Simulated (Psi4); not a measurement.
aniline (C6H7N), singlet, geometry from GFN2-xTB; Psi4 with MP2/STO-3G.

Here is a job for Psi4.
```
memory 2 GB

molecule {
0 1
N     2.26898850   -0.34589154    0.26581677
C     0.91756321   -0.12718200    0.07978234
C     0.32384857    1.05784892    0.51488921
C    -1.03918263    1.24264988    0.39414758
C    -1.83576132    0.25579586   -0.16255361
C    -1.25309513   -0.92291663   -0.59783701
C     0.10910245   -1.11615687   -0.48096117
H     2.68780582   -1.05943881   -0.30846466
H     2.83930297    0.47425910    0.39407885
H     0.94292242    1.83040004    0.94949780
H    -1.48309267    2.16698132    0.73495964
H    -2.90066566    0.40457570   -0.25771264
H    -1.86492136   -1.69850304   -1.03570909
H     0.56087799   -2.03726852   -0.82217146
}

set {
  basis sto-3g
}

energy('mp2')
print_variables()
```

The log (banner, timings and long lists left out):

```
    SCF Algorithm Type (re)set to DF.

   => Loading Basis Set <=

    Name: STO-3G
    Role: ORBITAL
    Keyword: BASIS

         ---------------------------------------------------------
                                   SCF
               by Justin Turney, Rob Parrish, Andy Simmonett
                          and Daniel G. A. Smith
                              RHF Reference
         ---------------------------------------------------------

  ==> Geometry <==

    Molecular point group: c1
    Full point group: C1

    Geometry (in Angstrom), charge = 0, multiplicity = 1:

       Center              X                  Y                   Z               Mass
    ------------   -----------------  -----------------  -----------------  -----------------
         N            2.277253615136    -0.345016436504     0.262124070164    14.003074004430
         C            0.925828325136    -0.126306896504     0.076089640164    12.000000000000
         C            0.332113685136     1.058724023496     0.511196510164    12.000000000000
         C           -1.030917514864     1.243524983496     0.390454880164    12.000000000000
         C           -1.827496204864     0.256670963496    -0.166246309836    12.000000000000
         C           -1.244830014864    -0.922041526504    -0.601529709836    12.000000000000
         C            0.117367565136    -1.115281766504    -0.484653869836    12.000000000000
         H            2.696070935136    -1.058563706504    -0.312157359836     1.007825032230
         H            2.847568085136     0.475134203496     0.390386150164     1.007825032230
         H            0.951187535136     1.831275143496     0.945805100164     1.007825032230
         H           -1.474827554864     2.167856423496     0.731266940164     1.007825032230
         H           -2.892400544864     0.405450803496    -0.261405339836     1.007825032230
         H           -1.856656244864    -1.697627936504    -1.039401789836     1.007825032230
         H            0.569143105136    -2.036393416504    -0.825864159836     1.007825032230

  Running in c1 symmetry.

  Rotational constants: A =      0.18966  B =      0.08805  C =      0.06020 [cm^-1]
  Rotational constants: A =   5685.88360  B =   2639.57095  C =   1804.75794 [MHz]
  Nuclear repulsion =  273.219541986091770

  Charge       = 0
  Multiplicity = 1
  Electrons    = 50
  Nalpha       = 25
  Nbeta        = 25

  ==> Algorithm <==

  SCF Algorithm Type is DF.
  DIIS enabled.
[...]
  @DF-RHF Final Energy:  -282.20913792229788
    Total Energy =                       -282.2091379222978844
[...]

  //>>>>>>>>>>>>>>>>>>>>>>>>>>>>>>>>>>>//
  //               DFMP2               //
  //<<<<<<<<<<<<<<<<<<<<<<<<<<<<<<<<<<<//

   => Loading Basis Set <=

    Name: (STO-3G AUX)
    Role: RIFIT
    Keyword: DF_BASIS_MP2

	 --------------------------------------------------------
	                          DF-MP2
	      2nd-Order Density-Fitted Moller-Plesset Theory

	        Rob Parrish, Justin Turney, Andy Simmonett,
	           Ed Hohenstein, and C. David Sherrill
	 --------------------------------------------------------

   => Auxiliary Basis Set <=

  Basis Set: (STO-3G AUX)
    Blend: DEF2-SVP-RI
    Number of shells: 154
    Number of basis functions: 434
    Number of Cartesian functions: 490
    Spherical Harmonics?: true
    Max angular momentum: 3

	 --------------------------------------------------------
	                 NBF =    42, NAUX =   434
	 --------------------------------------------------------
	   CLASS    FOCC     OCC    AOCC    AVIR     VIR    FVIR
	   PAIRS       0      25      25      17      17       0
	 --------------------------------------------------------

	-----------------------------------------------------------
	 ==================> DF-MP2 Energies <====================
	-----------------------------------------------------------
	 Reference Energy          =    -282.2091379222978844 [Eh]
	 Singles Energy            =      -0.0000000000000000 [Eh]
	 Same-Spin Energy          =      -0.0784061075425186 [Eh]
	 Opposite-Spin Energy      =      -0.3106145162343317 [Eh]
	 Correlation Energy        =      -0.3890206237768503 [Eh]
	 Total Energy              =    -282.5981585460747283 [Eh]
	-----------------------------------------------------------
	 ================> DF-SCS-MP2 Energies <==================
	-----------------------------------------------------------
	 SCS Same-Spin Scale       =       0.3333333333333333 [-]
	 SCS Opposite-Spin Scale   =       1.2000000000000000 [-]
	 SCS Same-Spin Energy      =      -0.0261353691808395 [Eh]
	 SCS Opposite-Spin Energy  =      -0.3727374194811980 [Eh]
	 SCS Correlation Energy    =      -0.3988727886620375 [Eh]
	 SCS Total Energy          =    -282.6080107109599453 [Eh]
	-----------------------------------------------------------

  Variable Map:
  ----------------------------------------------------------------------------
[...]
  Array Variable Map:
  ----------------------------------------------------------------------------
[...]
[...]
```
